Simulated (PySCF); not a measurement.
Field gradients at the hydrogen positions

Compound: CH12OSSi5.
Cartesian coordinates in Å at the GFN2-xTB level; atoms count from 1:
```
atom  x, y, z in Å
C1     3.5532    0.0610    0.2965
S2     2.1568   -0.9319    0.8816
Si3    0.8000   -0.6472   -0.7985
Si4    0.1294    1.6123   -0.7714
Si5   -1.6849    1.7060    0.7179
Si6   -2.3851   -0.4904    1.1465
Si7   -1.1009   -1.8555   -0.2575
O8    -1.7520   -1.7662   -1.7664
H9     3.2539    1.1017    0.2143
H10    4.3480   -0.0413    1.0283
H11    3.8872   -0.3134   -0.6669
H12    1.6394   -1.0798   -1.9299
H13   -0.2599    2.0186   -2.1286
H14    1.2008    2.5620   -0.4291
H15   -1.3283    2.4293    1.9461
H16   -2.7618    2.5331    0.1523
H17   -2.2337   -0.8416    2.5623
H18   -3.8331   -0.6344    0.9076
H19   -1.0272   -3.2772    0.1132
H20   -2.6070   -2.1346   -1.9700
```

Level: PBE0/pcSseg-1 (PySCF, non-relativistic); Q(2H) = 0.00286 b; rigid geometry, the same for H and D, with no vibrational averaging.

**Question.** Rank these positions by the coupling χzz of a deuteron there, largest first.
A. H10 (methyl hydrogen)
B. H20 (hydroxyl hydrogen)
C. H19 (Si–H hydrogen)
D. H13 (Si–H hydrogen)

**Answer.** B (346 kHz), A (213 kHz), D (110 kHz), C (105 kHz).

**Question.** What are Vzz, η and χzz (234.96 MHz × Q × Vzz) at all hydrogens?

**Answer.** 
```csv
atom,bonded to,bond length (Å),Vzz (au),η,χzz (kHz)
H9,C1,1.086,0.3130,0.03,210
H10,C1,1.085,0.3174,0.04,213
H11,C1,1.086,0.3133,0.03,211
H12,Si3,1.474,0.1585,0.03,107
H13,Si4,1.469,0.1633,0.01,110
H14,Si4,1.472,0.1614,0.01,108
H15,Si5,1.469,0.1630,0.00,110
H16,Si5,1.471,0.1619,0.00,109
H17,Si6,1.467,0.1648,0.01,111
H18,Si6,1.475,0.1599,0.01,107
H19,Si7,1.471,0.1560,0.04,105
H20,O8,0.953,0.5149,0.06,346
```

**Question.** Average by the element that carries the hydrogen.

**Answer.** on C: 211 kHz over 3 positions, mean bond length 1.086 Å; on Si: 108 kHz over 8 positions, mean bond length 1.471 Å; on O: 346 kHz over 1 position, mean bond length 0.953 Å.

**Question.** How does χzz go with the bond length over the 8 Si–H bonds?

**Answer.** A straight-line fit has a slope of -5.0 kHz for each 0.01 Å, with a correlation coefficient of -0.67, over lengths from 1.467 to 1.475 Å.

The structure is a single GFN2-xTB conformer in the gas phase; no vibrational or solvent corrections. GFN2-xTB bond lengths can be off by several hundredths of an ångström, more for odd bonds, and the gradients follow them. The small basis limits the accuracy of the gradients.
